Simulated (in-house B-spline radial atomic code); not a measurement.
**RPA and G0W0 on CAM-B3LYP: the oxygen ion O⁶⁺**

Configuration 1s2, mean-field start CAM-B3LYP. Computed with a B-spline radial code for spherical atoms: all electrons, scalar-relativistic (spin-free one-electron X2C), finite nucleus, each spin shell either full or empty, empty states to l = 9 with an (l + 1/2)⁻⁴ tail; G0W0 by contour deformation at full frequency.

Command:
```bash
python run_gw.py task.json out
```
Settings (radii: box in bohr, nucleus in fm):
```
Z                        8
electrons                2
configuration            1s2
hamiltonian              x2c
method                   camb3lyp
lmax                     9
rms_radius               2.6991
spin_polarised           False
box_radius               9.29
intervals                69
ion_configuration        1s1
```

Run time, properties included: 1.7 s on 1 thread of Intel(R) Xeon(R) Platinum 8259CL CPU @ 2.50GHz, with other jobs on the host.

Energies (hartree):

```csv
term,value
mean-field total,-59.15312
Hartree-Fock functional on these orbitals,-59.15576
direct second order,-0.093104
second-order exchange,0.046553
SOSEX correction,0.045068
```

Task: What is the RPA correlation energy, and what remains with SOSEX?

Result: RPA gives -0.090135 hartree (-1.23 eV per electron); RPA + SOSEX gives -0.045066, and the second-order doubles -0.046551 hartree (no singles). SOSEX takes back 50 % of the RPA value, the self-correlation of each of the two electrons.

Quasi-particle levels (eV):

```
level  occupied  mean field  Σx - vxc     Σc  QP weight     G0W0
   1s       yes     -704.28    -35.57      ?          ?        ?
   2s        no     -148.55     10.79  -0.21      1.000  -137.97
```

G0W0 = mean field + (Σx - vxc) + Σc, with Σc (partial-wave tail included) taken at the quasi-particle energy.

Task: Where does G0W0 put 1s?

Result: At -739.24 eV, with Σc = 0.62 eV and a quasi-particle weight of 0.995. The tabulated removal energy is 739.327 eV (NIST, tabulated theory).

Task: What does it cost to remove one electron (to 1s1) by differences of total energies, each species on its own start (correlation terms add to the Hartree-Fock functional)?

Result: CAM-B3LYP 739.10 eV, Hartree-Fock functional 738.21 eV, + RPA 740.05 eV, + RPA + SOSEX 739.44 eV, + second order 739.48 eV. Tabulated: 739.327 eV (NIST, tabulated theory).
